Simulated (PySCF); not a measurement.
## N²⁺ (nitrogen, charge +2): MN15 calculation

Configuration: [He] 2s2 2p1, 2P determinant. Computed with PySCF 2.14 in x2c-TZVPall (5s3p2d1f, 31 functions), with the spin-free X2C one-electron Hamiltonian (Gaussian nucleus).

* Total energy: -52.9586 hartree
* One-electron energy: -65.5523 hartree
* Hartree (Coulomb) energy: 18.4114 hartree
* Exchange-correlation energy: -5.8177 hartree
* ⟨S²⟩: 0.7505
* ⟨L²⟩: 2.003
* Sum of ⟨r⟩: 3.924 bohr
* Sum of ⟨r²⟩: 4.952 bohr²
* Traceless quadrupole moment −½Σ⟨3z² − r²⟩ along its main axis: -0.582 e·bohr²
* Langevin diamagnetic susceptibility: -3.92 ×10⁻⁶ cm³/mol
* Time after the integrals: 0.38 s of wall time on 1 thread of Neoverse-N1 (shared host)

```tsv
shell	electrons	mean orbital energy (hartree)	rms radius, mean of both spins (bohr)
1s α	1	-15.69455	0.267
1s β	1	-15.67103	0.267
2s α	1	-1.93833	1.28
2s β	1	-1.86194	1.28
2p α	1	-1.53483	1.24
```
